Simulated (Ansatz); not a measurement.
`CO[SiH]([O])F` radical at its PBE0-D4/def2-TZVP geometry, where that method's forces vanish. The species carries charge 0 and has multiplicity 2.

```xyz
9

C     0.3327    0.4763   -1.2912
O     0.6127   -0.3417   -0.1719
Si   -0.2506   -0.5102    1.1784
O     0.7585   -0.8878    2.4281
F    -1.0586    0.8369    1.4245
H    -0.2721   -0.0730   -2.0178
H    -0.1956    1.3881   -1.0018
H     1.2806    0.7484   -1.7564
H    -1.2076   -1.6371    1.2082
```

(1) What forces (eV/Å) does ωB97M-V/def2-TZVPP give on these atoms in Ansatz? (Estimate.)

## Answers

(1) Ansatz gave: 
```
C1  -0.059  0.185 -0.276
O2   0.083 -0.123  0.151
Si3 -0.192 -0.286 -0.072
O4   0.091 -0.014  0.105
F5  -0.058  0.126  0.016
H6   0.059  0.055  0.068
H7   0.047 -0.079 -0.020
H8  -0.095 -0.021  0.037
H9   0.125  0.159 -0.011
```
